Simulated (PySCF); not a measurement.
C₃H₄ClF, SMILES C(=C(\F)C)/Cl.

Geometry: PBE-D3(BJ)/def2-SVP.

Method: PySCF with PBE/def2-TZVP.

Gas-phase values at a fixed geometry.

```yaml
total_energy: -676.41026 hartree
point_group: Cs
highest_occupied_level: -5.85 eV
lowest_empty_level: -1.02 eV
orbital_gap: 4.83 eV
dipole_moment: 0.91 D
quadrupole, principal values (traceless, Buckingham form, about the centre of nuclear charge): -4.67, -0.90, 5.57 D·Å
mean_static_polarisability: 51.3 bohr³ (7.60 Å³)
polarisability_principal_values: 35.3, 49.1, 69.4 bohr³
```
